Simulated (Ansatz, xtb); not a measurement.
## Relative energy of two isomers of C4H8BNSi

Structure X is `BC1=CC=C[Si@@H]1N`, a singlet and structure Y is `BC1=C[Si@@H](N)C=C1`, a singlet. Both are isolated molecules in the gas phase, relaxed with B3LYP-D3(BJ)/def2-SVP; the shapes shown needn't be the lowest conformers.

X (Å):

```xyz
15

C    -1.1930    1.6880    0.6616
C    -0.8056    1.7015    1.9755
C     0.3019    0.8140    2.3912
C     0.8500    0.0489    1.4174
B    -2.3229    2.5766    0.1383
N     0.9100    0.8080   -1.5191
Si   -0.1046    0.3862   -0.1798
H    -2.6861    2.5315   -1.0157
H    -2.8741    3.3556    0.8856
H    -1.2897    2.3428    2.7238
H     0.6309    0.8064    3.4362
H     1.6748   -0.6392    1.6185
H    -0.9124   -0.7870   -0.6227
H     1.5412    1.6003   -1.4394
H     0.5254    0.7546   -2.4578
```

Y (Å):

```yaml
atoms:
  - { symbol: C, position_ang: [-1.0747, 0.9150, -0.4693] }
  - { symbol: C, position_ang: [-0.4652, 0.1100, 0.4536] }
  - { symbol: C, position_ang: [-0.6045, 2.7169, 1.1228] }
  - { symbol: C, position_ang: [-1.1383, 2.3613, -0.0645] }
  - { symbol: B, position_ang: [-1.6484, 0.3637, -1.7918] }
  - { symbol: N, position_ang: [1.7101, 1.2568, 2.4186] }
  - { symbol: Si, position_ang: [0.0463, 1.1674, 1.9526] }
  - { symbol: H, position_ang: [-1.5357, -0.8116, -2.0444] }
  - { symbol: H, position_ang: [-2.2109, 1.0865, -2.5811] }
  - { symbol: H, position_ang: [-0.3603, -0.9637, 0.2726] }
  - { symbol: H, position_ang: [-0.7083, 0.7216, 3.1602] }
  - { symbol: H, position_ang: [2.1061, 0.5559, 3.0372] }
  - { symbol: H, position_ang: [2.4038, 1.5941, 1.7579] }
  - { symbol: H, position_ang: [-0.6164, 3.7483, 1.4822] }
  - { symbol: H, position_ang: [-1.6159, 3.0731, -0.7479] }
```

Q: Estimate E(Y) − E(X) at the level CCSD(T)/def2-SVP + ΔMP2/def2-TZVPP.

A: Calculated at CCSD(T)/def2-SVP + ΔMP2/def2-TZVPP: E(Y) − E(X) = +3.4 kcal/mol, so structure X lies lower.

Level by level:

| level | geometry | E(Y) − E(X) (kcal/mol) | departure from the last row (kcal/mol) | job, with rough time for the two |
| --- | --- | --- | --- | --- |
| GFN2-xTB | GFN2-xTB | +3.5 | +0.1 | optimisation, 0.21 s |
| HF/STO-3G | GFN2-xTB | +4.3 | +0.9 | single point, 0.4 s |
| r2SCAN-D4/def2-SVP | GFN2-xTB | +6.9 | +3.6 | single point, 3.4 s |
| B3LYP-D3(BJ)/def2-SVP | B3LYP-D3(BJ)/def2-SVP | +4.3 | +0.9 | optimisation, 96 s |
| HF/def2-SVP | B3LYP-D3(BJ)/def2-SVP | +3.4 | 0.0 | part of the CCSD(T) run |
| MP2/def2-SVP | B3LYP-D3(BJ)/def2-SVP | +4.1 | +0.7 | part of the CCSD(T) run |
| CCSD(T)/def2-SVP | B3LYP-D3(BJ)/def2-SVP | +3.5 | +0.1 | single point |
| CCSD(T)/def2-SVP + ΔMP2/def2-TZVPP | B3LYP-D3(BJ)/def2-SVP | +3.4 |  | single point, 48 s |

As drawn, both hold the same kinds of bond in the same numbers.

The levels shown agree on the order. The largest departure from CCSD(T)/def2-SVP + ΔMP2/def2-TZVPP is that of r2SCAN-D4/def2-SVP, 3.6 kcal/mol. The last row adds to CCSD(T) the change of the MP2 difference between the two basis sets, here −0.1 kcal/mol.

With thermal terms from frequencies at re-optimised GFN2-xTB minima (ideal gas, soft modes damped towards free rotors, one conformer each, 298.15 K, 1 atm): the zero-point term adds +0.1 kcal/mol; ΔH is +3.3 and ΔG +3.7 kcal/mol.

The correlated steps freeze 11 core orbitals. Codes used: Ansatz 0.2.0, xtb 6.7.1; the last row on 2 threads of Intel(R) Xeon(R) 6975P-C (Granite Rapids) on a shared host.
